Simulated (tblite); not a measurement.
Q: What does the GFN2-xTB structure of InChI=1S/C6H5FN/c7-5-2-1-3-6(8)4-5/h1-4,8H look like in three dimensions? (Doublet state.)

A: 
Z-matrix in Å and degrees, rows numbered from 1:
```
N 
C   1  1.3027
C   2  1.4334  1  117.69
C   3  1.3696  2  121.18  1  -179.94
C   4  1.3938  3  120.72  2    -0.15
C   5  1.3948  4  118.79  3     0.11
F   6  1.3494  5  118.07  4  -179.93
C   6  1.3668  5  122.60  4     0.09
H   1  1.0180  2  113.84  3  -179.98
H   3  1.0778  2  116.94  1    -0.06
H   4  1.0796  3  120.17  2   179.84
H   5  1.0780  4  121.62  3   179.98
H   8  1.0802  2  119.95  1     0.11
```

The 8 heavy atoms lie in one plane (0.001 Å rms). The 6 C–C bonds span 1.367 Å (C6–C8, aromatic) to 1.436 Å (C2–C8, aromatic), a spread of 0.069 Å. C3 (carbon bonded to 2 C and H) is planar (angles 121.9°, 121.2° and 116.9°, sum 360.0°, 0.00 Å off the plane of its three neighbours). C8 (carbon bonded to 2 C and H) is planar (angles 120.7°, 119.9° and 119.4°, sum 360.0°, 0.00 Å off the plane of its three neighbours).

Structure optimised with GFN2-xTB, isolated species. This method treats the open shell by occupation alone, without spin polarisation.

Point group: Cs (tolerance 0.08 Å). Its GFN2-xTB frequencies are all real (lowest 162 cm⁻¹). Torsions: H–N1–C2–C3 180°.

One conformer stands for the species.

All values are computed, not measured.
